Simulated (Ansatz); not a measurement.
Coupled-cluster diagnostics for As3⁺, Ansatz.

Geometry of the singlet (r2SCAN-D4/def2-TZVP):

```xyz
3

As    1.2184    0.1731    0.5452
As   -0.9108   -0.7737    0.6195
As   -0.3076    0.6006   -1.1647
```

Correlated methods freeze 27 core orbitals; core or outer-core shells of As are correlated, in sets that lack core-valence functions. The structure comes from a short search, and lower isomers may exist.

Task: Estimate the CCSD(T) correlation energy, the shares of MP2 and (T), T1 and the reference's ⟨S²⟩ for: charge 1, singlet, own geometry in def2-TZVPP; and the rough time on 4 threads of AMD EPYC 7R43 on a shared host.

Result: 
| state | basis | correlation (eV) | MP2 share (%) | (T) share (%) | T1 | ⟨S²⟩ (pure) | wall time |
| --- | --- | --- | --- | --- | --- | --- | --- |
| charge 1, singlet, own geometry | def2-TZVPP | -20.919 | 96.4 | 5.1 | 0.012 | 0.00 (0.00) | 5.5 s |
Customary marks for T1 are 0.02 (closed shells), 0.045 (open shells) and about 0.05 (3d metals). T1 stays under 0.02 throughout.
